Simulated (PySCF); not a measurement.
Calculation: B3LYP-D3(BJ)/def2-TZVP // B3LYP-D3(BJ)/def2-SVP (PySCF). Gas-phase values, no solvent. One relaxed conformer stands for a flexible species; it need not be the lowest. B3LYP has the VWN-RPA correlation part, as in Gaussian. Delta-SCF ions had no search for a lower state. Excitations are Tamm–Dancoff values on a coarser integration grid. The basis has no diffuse functions, so Rydberg states are missing or too high.

Reference species (SMILES): `CO[Si]([SiH3])([SiH3])[SiH3]` (C–O–Si–Si torsion 60°) (neutral, multiplicity 1).

```yaml
HOMO–LUMO gap: 6.10 eV
S1 excitation (TDA): 5.09 eV
vertical ionisation energy (Delta-SCF): 8.90 eV
```

Changed species: `[SiH3][Si]([SiH3])([SiH3])[SiH3]` (4 of 4 OCH3 replaced by SiH3; the reference has 3 of 4 OCH3 replaced by SiH3).

Problem. What does the change do to the HOMO–LUMO gap, S1 excitation (TDA) and vertical ionisation energy (Delta-SCF)?

Solution. the HOMO–LUMO gap rises by 1.23 eV, to 7.33 eV; the S1 excitation (TDA) goes up by 1.25 eV, to 6.34 eV; the vertical ionisation energy (Delta-SCF) increases by 0.64 eV, to 9.54 eV.
